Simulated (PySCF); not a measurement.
Species: C₇H₁₆N (charge +1).
Numbering: `[CH3:1][N+:2]1([CH3:3])[CH2:4][CH2:5][CH2:6][CH2:7][CH2:8]1` (hydrogens: H9, H10, H11 on C1; H12, H13, H14 on C3; H15, H16 on C4; H17, H18 on C5; H19, H20 on C6; H21, H22 on C7; H23, H24 on C8)

Structure optimised with GFN2-xTB, isolated species.

List the bond lengths, angles and torsions at this level.

| bond | length (Å) |
| --- | --- |
| C1–N2, N2–C3 | 1.475 |
| N2–C4, N2–C8 | 1.492 |
| C4–C5, C7–C8 | 1.524 |
| C5–C6, C6–C7 | 1.525 |
| C1–H9 and 5 like bonds | 1.088 |
| C4–H15 and 3 like bonds | 1.092 |
| C5–H17 and 3 like bonds | 1.090 |
| C6–H19, C6–H20 | 1.090 |

Bonds in one row agree within 0.01 Å and their mean is given. A selection of angles:
| angle | degrees |
| --- | --- |
| C1–N2–C3 | 108.2 |
| C1–N2–C4 | 110.9 |
| C3–N2–C4 | 108.7 |
| C4–N2–C8 | 109.4 |
| N2–C4–C5 | 113.4 |
| C4–C5–C6 | 110.4 |
| C5–C6–C7 | 109.7 |

Torsions: C1–N2–C4–C5 -68° (synclinal); N2–C4–C5–C6 -57° (synclinal); C4–C5–C6–C7 56° (synclinal); C5–C6–C7–C8 -56° (synclinal); C6–C7–C8–N2 57° (synclinal); C1–N2–C8–C7 68° (synclinal).

N2 (ammonium nitrogen) is tetrahedral (angles from 108.2° to 110.9°). Of the pairs four or more bonds apart, H11···H21 is among the closest relative to their van der Waals radii: 2.18 Å, 91 % of the sum of Bondi's values. All 4 C–C bonds measure 1.524 to 1.525 Å. The 6-membered ring N2–C4–C5–C6–C7–C8 has internal angles of 109.4° to 113.4°; it is puckered, 0.23 Å rms from its mean plane, widest ring torsion 57°.

Point group: Cs (every atom within 0.08 Å of its image). GFN2-xTB frequencies: not computed here.

One conformer stands for the species.
